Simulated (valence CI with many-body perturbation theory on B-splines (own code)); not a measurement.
**E1 line list for Pb76+**

Calculated by configuration interaction combined with many-body perturbation theory (CI+MBPT): four valence electrons over a frozen Dirac-Fock core [He], a basis of 11 s, 11 p, 9 d, 7 f, 5 g, 2 h, 1 i functions for each j, with the one-electron correlation potential Σ1 (screened to all orders), the two-electron term Σ2, the three-electron term Σ3, Breit, model QED; selected single and double excitations, second order for the rest (own B-spline code, finite nucleus).

No measured spectrum was set against this ion. As an estimate, large intervals hold to a few tenths of a per cent, small ones and those within an open d or f shell to about a per cent. Among the levels kept, up to 340 cm⁻¹ of a level comes from second order outside the variational space, and about a tenth of that is noise between levels of different J, which matters for small intervals.

Lines 101 to 150 of 244 in falling wavelength, among levels below 1251.8 Ry, chosen from the strongest by gf and those to the six lowest levels. Wavelengths and rates use the calculated energies. Electric multipoles are in the length gauge, E1 and E2 with the static RPA response of the core. Weak lines are less certain than strong ones. Lines between different terms over intervals too small for the method are left out, as are lines whose strength nearly cancels. The highest levels of a list are the least certain.

Levels are named by their leading jj configuration (3d3/2^4 stands for four electrons in 3d with j = 3/2), which in mixed levels can hold well under half, so a name can repeat and another be missing. Letters in brackets count levels of one name in rising energy.

```tsv
λ vac (Å)	Upper	Lower	A (s⁻¹)	S (a.u.)
4.467	(2s 2p1/2 2p3/2^2) J=1 [b]	(2s^2 2p1/2 2p3/2) J=1	1.14e+12	1.51e-04
4.456	(2s 2p3/2^3) J=1	(2s^2 2p3/2^2) J=2	4.74e+13	6.21e-03
4.443	(2p1/2^2 2p3/2^2) J=2	(2s 2p1/2^2 2p3/2) J=2	2.66e+13	5.76e-03
4.404	(2p1/2 2p3/2^3) J=2	(2s 2p1/2 2p3/2^2) J=3	1.36e+13	2.86e-03
1.138	(2s 2p1/2^2 3s) J=1	(2s 2p1/2^2 2p3/2) J=1	6.09e+13	1.33e-04
1.134	(2s 2p1/2^2 3s) J=0	(2s 2p1/2^2 2p3/2) J=1	3.69e+14	2.65e-04
1.133	(2p1/2^2 2p3/2 3s) J=2	(2p1/2^2 2p3/2^2) J=2	1.97e+14	7.08e-04
1.132	(2p1/2^2 2p3/2 3s) J=1	(2p1/2^2 2p3/2^2) J=2	3.25e+14	6.98e-04
1.128	(2s 2p1/2 2p3/2 3s) J=3	(2s 2p1/2 2p3/2^2) J=3	1.78e+14	8.81e-04
1.128	(2s 2p1/2 2p3/2 3s) J=2 [a]	(2s 2p1/2 2p3/2^2) J=2 [a]	1.76e+14	6.24e-04
1.128	(2s 2p1/2^2 3s) J=1	(2s 2p1/2^2 2p3/2) J=2	3.32e+14	7.04e-04
1.126	(2s^2 2p1/2 3s) J=1	(2s^2 2p1/2 2p3/2) J=2	3.25e+14	6.87e-04
1.125	(2s 2p1/2 2p3/2 3s) J=2 [b]	(2s 2p1/2 2p3/2^2) J=3	2.72e+14	9.56e-04
1.125	(2s^2 2p1/2 3s) J=0	(2s^2 2p1/2 2p3/2) J=1	3.93e+14	2.76e-04
1.125	(2s 2p1/2 2p3/2 3s) J=1 [a]	(2s 2p1/2 2p3/2^2) J=2 [a]	2.97e+14	6.26e-04
1.125	(2s^2 2p1/2 3s) J=1	(2s^2 2p1/2 2p3/2) J=1	6.40e+13	1.35e-04
1.124	(2s^2 2p3/2 3s) J=2	(2s^2 2p3/2^2) J=2	2.01e+14	7.03e-04
1.123	(2s^2 2p3/2 3s) J=1	(2s^2 2p3/2^2) J=2	3.31e+14	6.95e-04
1.053	(2s 2p1/2^2 3d3/2) J=1	(2s 2p1/2^2 2p3/2) J=1	3.06e+14	5.30e-04
1.052	(2s 2p1/2^2 3d3/2) J=2	(2s 2p1/2^2 2p3/2) J=1	1.71e+13	4.92e-05
1.044	(2s 2p1/2^2 3d3/2) J=1	(2s 2p1/2^2 2p3/2) J=2	6.76e+13	1.14e-04
1.044	(2s 2p1/2 2p3/2 3d3/2) J=2 [a]	(2s 2p1/2 2p3/2^2) J=2 [a]	2.17e+14	6.10e-04
1.043	(2s 2p1/2^2 3d3/2) J=2	(2s 2p1/2^2 2p3/2) J=2	4.05e+14	1.14e-03
1.043	(2s^2 2p1/2 3d3/2) J=2	(2s^2 2p1/2 2p3/2) J=2	3.66e+14	1.03e-03
1.042	(2s 2p1/2 2p3/2 3d3/2) J=2 [b]	(2s 2p1/2 2p3/2^2) J=3	3.04e+14	8.50e-04
1.042	(2s^2 2p1/2 3d3/2) J=2	(2s^2 2p1/2 2p3/2) J=1	4.05e+13	1.13e-04
1.041	(2s^2 2p1/2 3d3/2) J=1	(2s^2 2p1/2 2p3/2) J=2	6.44e+13	1.08e-04
1.040	(2s 2p1/2 2p3/2 3d5/2) J=2 [a]	(2s 2p1/2 2p3/2^2) J=1 [a]	3.27e+14	9.09e-04
1.040	(2s^2 2p3/2 3d3/2) J=2	(2s^2 2p3/2^2) J=2	2.42e+14	6.71e-04
1.039	(2s^2 2p1/2 3d3/2) J=1	(2s^2 2p1/2 2p3/2) J=1	3.45e+14	5.74e-04
1.039	(2s^2 2p3/2 3d3/2) J=3	(2s^2 2p3/2^2) J=2	6.93e+13	2.69e-04
1.039	(2s^2 2p3/2 3d3/2) J=1	(2s^2 2p3/2^2) J=2	4.40e+14	7.31e-04
1.038	(2s 2p1/2 2p3/2 3d5/2) J=1	(2s 2p1/2 2p3/2^2) J=1 [a]	6.02e+14	9.96e-04
1.037	(2s 2p1/2 2p3/2 3d5/2) J=3 [b]	(2s 2p1/2 2p3/2^2) J=2 [b]	2.22e+14	8.55e-04
1.037	(2s 2p1/2 2p3/2 3d5/2) J=2 [b]	(2s 2p1/2 2p3/2^2) J=1 [b]	5.91e+14	1.63e-03
1.036	(2s 2p1/2 2p3/2 3d5/2) J=2 [b]	(2s 2p1/2 2p3/2^2) J=2 [b]	9.43e+14	2.59e-03
1.036	(2s 2p1/2 2p3/2 3d5/2) J=1	(2s 2p1/2 2p3/2^2) J=0	1.51e+15	2.48e-03
1.035	(2s 2p1/2^2 3d5/2) J=2	(2s 2p1/2^2 2p3/2) J=1	2.08e+15	5.70e-03
1.028	(2s^2 2p3/2 3d5/2) J=1	(2s^2 2p3/2^2) J=0	2.07e+15	3.33e-03
1.028	(2s 2p1/2^2 3d5/2) J=3	(2s 2p1/2^2 2p3/2) J=2	2.33e+15	8.75e-03
1.028	(2s 2p1/2 2p3/2 3p3/2) J=3 [a]	(2s^2 2p3/2^2) J=2	1.43e+13	5.38e-05
1.028	(2s 2p1/2 2p3/2 3d5/2) J=3 [b]	(2s 2p1/2 2p3/2^2) J=3	1.79e+15	6.71e-03
1.027	(2s 2p1/2 2p3/2 3d5/2) J=4 [b]	(2s 2p1/2 2p3/2^2) J=3	2.98e+15	1.43e-02
1.027	(2s 2p1/2 2p3/2 3d5/2) J=2 [a]	(2s 2p1/2 2p3/2^2) J=2 [a]	1.57e+15	4.19e-03
1.027	(2s^2 2p1/2 3d5/2) J=2	(2s^2 2p1/2 2p3/2) J=2	2.38e+14	6.36e-04
1.027	(2s 2p1/2 2p3/2 3d5/2) J=3 [a]	(2s 2p1/2 2p3/2^2) J=2 [a]	3.09e+15	1.16e-02
1.027	(2s 2p1/2 2p3/2 3d5/2) J=2 [b]	(2s 2p1/2 2p3/2^2) J=3	3.77e+14	1.01e-03
1.027	(2s^2 2p1/2 3d5/2) J=3	(2s^2 2p1/2 2p3/2) J=2	2.33e+15	8.73e-03
1.027	(2s 2p1/2^2 3d5/2) J=2	(2s 2p1/2^2 2p3/2) J=2	1.92e+14	5.11e-04
1.026	(2s 2p1/2 2p3/2 3p3/2) J=2 [a]	(2s^2 2p3/2^2) J=2	4.18e+14	1.11e-03
```
